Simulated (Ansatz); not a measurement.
Another site gives an ion 0.48 eV lower (`C=C[CH2+]`) at the level frozen-core CCSD(T)/cc-pVTZ // B3LYP-D3(BJ)/def2-TZVP (Ansatz, a program for electronic structure).

Species: C3H5, SMILES `C=[C+]C` (not the most basic site) (charge 1, multiplicity 1), formula C3H5.

Problem. How many basis functions does frozen-core CCSD(T)/cc-pVTZ // B3LYP-D3(BJ)/def2-TZVP (Ansatz) use, how many core orbitals are frozen, and how many electrons are correlated?

Solution. 160 basis functions and 3 frozen orbitals, which leaves 16 correlated electrons. Core time is of the order of seconds.
